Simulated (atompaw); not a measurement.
## What one change does to a pseudopotential (Ga (Z = 31), PAW (atompaw))

atompaw 4.2.0.5 input, output lines left out:

```
Ga 31
LDA-PW scalarrelativistic loggrid 1500 logderivrange -3 5 201
4 4 3 0 0 0
4 1 1
0 0 0
c
c
c
v
c
c
v
v
2
2.50 2.25 2.00 2.05
y
1.3
n
y
0.45
n
y
3.2
n
custom rrkj vanderbiltortho besselshape
bessel
2.50
1.40
2.50
2.50
1.50
1.50
```

All-electron outer shells of the reference configuration (LDA (PW92), scalar-relativistic, ld1.x):

| shell | level (eV) | outermost node (bohr) | outermost maximum (bohr) |
| --- | --- | --- | --- |
| 3s | -147.44 | 0.27 | 0.56 |
| 3p | -98.66 | 0.24 | 0.56 |
| 3d | -19.41 | – | 0.53 |
| 4s | -9.17 | 0.81 | 1.87 |
| 4p | -2.73 | 0.87 | 2.53 |

Change: augmentation besselshape compensation charge, radius 2.25 bohr; PAW radius 2.50 bohr; waves and projectors: custom polynom vanderbiltortho.

Cutoffs: the cutoffs (Ry, on a coarse ladder) from which the occupation-weighted sum of valence levels, in a spherical-Bessel basis at the reference potential, stays within 10 and 1 mRy of its value at 400 Ry; they do not see the model core or the augmentation charge, which bear on the density cutoff.

Q: What does the change do?

A: The potential gets harder (50 Ry and 90 Ry → 70 Ry and 110 Ry); a bound ghost appears in s, which as a rule spoils a file; the range in which the d phases agree widens (upper end 1.0 → at the end of the scan).

```csv
quantity,base,changed
"cutoff, loose",50 Ry,70 Ry
"cutoff, tight",90 Ry,110 Ry
bound ghosts,none,s
s: phases at 2.51 bohr within 0.05 rad from the reference energy up to (Ry; the scan ends near 5),0.4,-0.2
p: phases at 2.51 bohr within 0.05 rad from the reference energy up to (Ry; the scan ends near 5),4.2,4.4
d: phases at 2.51 bohr within 0.05 rad from the reference energy up to (Ry; the scan ends near 5),1.0,to the end of the scan
lowest overlap eigenvalue by channel,"s 0.26, p 0.75, d 0.94","s 0.13, p 0.64, d 0.98"
```

 A true bound ghost makes a file unfit for plane-wave use even where its test errors are small: the radial tests pick states by their node count and pass the ghost by. The cutoffs see the waves, projectors and local potential, not the compensation charge or the core.
